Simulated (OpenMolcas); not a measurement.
## Ne IV: effect of the active space

```yaml
Program: OpenMolcas
Method: XMS-CASPT2 or its RAS form, IPEA 0.25 Eh, imaginary shift 0.1 Eh
Basis: ANO-RCC-VTZP
Scalar_Hamiltonian: DKH2, point nucleus
Spin-orbit_coupling: state interaction with AMFI integrals over the reference wave functions, term energies averaged over their components
```

A. 3 electrons in 3 orbitals (2p); 2S+1 = 4 odd, 1 root; 2S+1 = 2 odd, 8 roots; closed shells correlated: 1s 2s; CASPT2 step of the order of 0.8 core-seconds
B. 5 electrons in 4 orbitals (2s 2p); 2S+1 = 4 odd, 1 root; 2S+1 = 2 odd, 8 roots; 2S+1 = 4 even, 3 roots; 2S+1 = 2 even, 6 roots; closed shells correlated: 1s; CASPT2 step about 1.8 core-seconds
C. 5 electrons in 8 orbitals (2s 2p 3s 3p); 2S+1 = 4 odd, 1 root; 2S+1 = 2 odd, 8 roots; 2S+1 = 4 even, 3 roots; 2S+1 = 2 even, 6 roots; closed shells correlated: 1s; CASPT2 step about 7 core-seconds
D. 5 electrons in 9 orbitals (RAS2 2s 2p; RAS3 3d, at most 2 electrons); 2S+1 = 4 odd, 1 root; 2S+1 = 2 odd, 8 roots; 2S+1 = 4 even, 3 roots; 2S+1 = 2 even, 6 roots; closed shells correlated: 1s; CASPT2 step roughly 12 core-seconds

Energies in cm⁻¹ above 2s² 2p³ ⁴S°_3/2.

| Level | A | B | C | D |
| --- | --- | --- | --- | --- |
| 2s² 2p³ ⁴S°_3/2 | 0.0 | 0.0 | 0.0 | 0.0 |
| 2s² 2p³ ²D°_3/2 | 42160 | 42250 | 42310 | 42140 |
| 2s² 2p³ ²D°_5/2 | 42190 | 42280 | 42350 | 42170 |
| 2s² 2p³ ²P°_1/2 | 66130 | 63270 | 63410 | 63600 |
| 2s² 2p³ ²P°_3/2 | 66170 | 63270 | 63440 | 63610 |

Among A to D the level of the table that moves most is 2s² 2p³ ²P°_3/2, by 2900 cm-1 (lowest in B, highest in A). Moves below CASPT2's spread within the term are not significant.

CASPT2 does not keep the components of a term degenerate, so their means are used; among the terms shown or strongly mixed into the levels shown the widest spread is 820 cm-1 (2s² 2p³ ²D°, A). With the s shell closed, the reference lacks s² → p² mixing (holds for A). Active for correlation alone: 3p 3s; no level in the range computed is led by a configuration that fills them, so any true level of that kind is missing (holds for C). Active for correlation alone: 3d; no level in the range computed is led by a configuration that fills it, so any true level of that kind is missing (holds for D). Levels of configurations outside the active space are missing. The table leaves out levels that lie high or whose names do not pair safely across all columns.

° marks odd parity.
